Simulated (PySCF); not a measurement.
F2Mg, singlet, at a GFN2-xTB geometry (such geometries of metal compounds can be far from the true shape).

The PySCF input:
```python
from pyscf import gto, scf, dft

mol = gto.Mole()
mol.atom = '''
    Mg    0.40305854   -0.05533096   -0.13647722
    F    -0.45725792    1.18552207   -0.93154954
    F    -0.08015346   -1.11174745    1.11351917
'''
mol.basis = 'cc-pvtz'
mol.verbose = 4
mol.build()

mf = dft.RKS(mol)
mf.xc = 'pbe'
mf = mf.density_fit(auxbasis='def2-universal-jkfit')
mf.kernel()
```

Task: What does this run give for the HOMO energy, dipole moment, number of basis functions, Mulliken (on the basis functions themselves) charges in atom order, HOMO-LUMO gap?

Result: 
```json
{
  "HOMO energy": "-7.76 eV",
  "dipole_moment": "4.48 D",
  "number_of_basis_functions": "94",
  "Mulliken (on the basis functions themselves) charges in atom order": "Mg1 0.81, F2 -0.40, F3 -0.40",
  "HOMO-LUMO gap": "4.69 eV"
}
```
